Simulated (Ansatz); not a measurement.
C2H7BO2, SMILES `CCB(O)O`, relaxed with RKS PBE-D4/def2-SVP in the Gaussian-basis code of Ansatz from a rough embedded geometry. The force threshold is 0.03 eV/Å; the program also tests the step.

The species carries charge 0 and has multiplicity 1.

Start:

```xyz
12

C    -0.841   -1.220    0.099
C     0.236   -0.490   -0.565
B     0.438    0.942    0.120
O    -0.542    1.931    0.065
O     1.760    1.293    0.704
H    -0.984   -2.274   -0.329
H    -0.595   -1.412    1.200
H    -1.794   -0.728    0.056
H    -0.031   -0.388   -1.670
H     1.180   -1.082   -0.527
H    -1.120    1.765    0.919
H     2.292    1.662   -0.072
```

```csv
step,energy (eV),largest force (eV/Å),largest move (Å)
1,-6946.6699,3.337,0.000
2,-6946.9354,2.118,0.189
3,-6947.0809,1.829,0.077
4,-6947.2205,1.232,0.147
5,-6947.5649,0.927,0.200
6,-6947.6726,3.078,0.195
7,-6948.1191,1.062,0.200
8,-6948.2103,0.384,0.200
9,-6948.2284,0.450,0.200
10,-6948.2388,0.107,0.062
11,-6948.2398,0.096,0.025
12,-6948.2405,0.132,0.049
13,-6948.2423,0.044,0.053
14,-6948.2431,0.079,0.088
15,-6948.2435,0.059,0.029
16,-6948.2441,0.066,0.059
17,-6948.2443,0.068,0.048
18 (rejected),-6948.2442,0.066,0.058
19,-6948.2445,0.035,0.028
20,-6948.2445,0.016,0.032
```

End:

```xyz
12

C    -1.016   -1.153    0.035
C     0.321   -0.583   -0.452
B     0.667    0.887    0.042
O    -0.167    1.639    0.842
O     1.855    1.451   -0.347
H    -1.206   -2.179   -0.342
H    -1.062   -1.212    1.144
H    -1.877   -0.532   -0.299
H     0.363   -0.581   -1.564
H     1.162   -1.246   -0.148
H    -0.982    1.158    1.069
H     1.940    2.352    0.018
```

Hardware: 4 threads of an Intel Xeon on a shared host. Wall time 54 s, peak host memory 0.16 GiB.
